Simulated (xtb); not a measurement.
C3H3ClF2, SMILES F[C@@H]1C[C@@]1(F)Cl. All values are semi-empirical tight-binding results from xtb (GFN2-xTB unless named), good for trends rather than for accurate numbers. Coordinates come from a GFN2-xTB optimisation. The structure was generated by enumeration; whether it is a known compound was not checked.

Optimised geometry:

```xyz
9

F      2.0707    -0.2528     0.8405
C      1.2108     0.0737    -0.1527
C      0.4652     1.3774    -0.0422
C     -0.2594     0.0809     0.1394
F     -0.6882    -0.2415     1.3769
Cl    -1.3784    -0.4920    -1.0845
H      1.5676    -0.2899    -1.1084
H      0.2925     1.9567    -0.9343
H      0.6308     1.9546     0.8560
```
Charge 0, spin multiplicity 1.

Computed properties:
```
Property                                        Value
--------------------------------------  -------------
orbital gap                                   6.61 eV
dipole moment                                  2.80 D
zero-point energy                       34.1 kcal/mol
G − E(el) at 298.15 K (modified RRHO)   15.3 kcal/mol
static polarisability (D4 model)           48.8 bohr³
solvation energy, GFN2-xTB/ALPB(water)  -3.4 kcal/mol
solvation energy, GFN2-xTB/ALPB(ether)  -5.1 kcal/mol
```

Q: Give the atomic charges and the Wiberg bond orders between heavy atoms. (Estimate from the structure and the level; the computed values follow.)

A: charges (e) F1 -0.21, C2 0.13, C3 -0.10, C4 0.25, F5 -0.19, Cl6 -0.15, H7 0.08, H8 0.09, H9 0.10. Bond orders F1–C2 0.96, C2–C3 0.94, C2–C4 0.94, C3–C4 0.95, C4–F5 0.97, C4–Cl6 0.94.
